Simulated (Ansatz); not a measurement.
# Worked example: C2H3ClO + C2H5Sn → C2H3O + C2H5ClSn

Gas-phase species: C2H3ClO (acetyl chloride) `CC(=O)Cl`, singlet; C2H5Sn `C=[CH][SnH2]`, doublet; C2H3O (acetyl radical) `C[C]=O`, doublet; C2H5ClSn `C=[CH][SnH2][Cl]`, singlet. A radical takes Cl: the energy is the difference in strength between the C–Cl bond broken and the Sn–Cl bond made.

Shapes, held fixed at every level: PBE0-D4/def2-TZVP. Flexible molecules stand in one conformer, not always the lowest. Programs: Ansatz 0.2.0. The zero-point and thermal change to 298 K, harmonic and unscaled (PBE0-D4/def2-TZVP), is -1.3 kJ/mol.

At CCSD(T)/def2-TZVPP; 1 Eh = 2625.50 kJ/mol:

| species | energy (Eh) |
| --- | --- |
| C2H3ClO | -612.737375 |
| C2H5Sn | -292.647472 |
| C2H3O | -152.940188 |
| C2H5ClSn | -752.459705 |

Q: Work out ΔH(298 K) of the reaction at this level.

A: 
1. Products less reactants: (-152.940188) + (-752.459705) − [(-612.737375) + (-292.647472)] = -0.015046 Eh = -39.5 kJ/mol.
2. With the thermal change: -39.5 + (-1.3) = -40.8 kJ/mol.

Other levels give -46.8 (MP2/def2-TZVPP) to -0.4 kJ/mol (SPW92/def2-TZVPP). No measured value is set beside it here. Spin contamination: C2H5Sn (⟨S²⟩ up to 0.83). Open shells run unrestricted. For atoms past krypton def2 sets carry core potentials with scalar relativity. Outer-core shells of Sn are correlated, in sets that cover them unevenly.
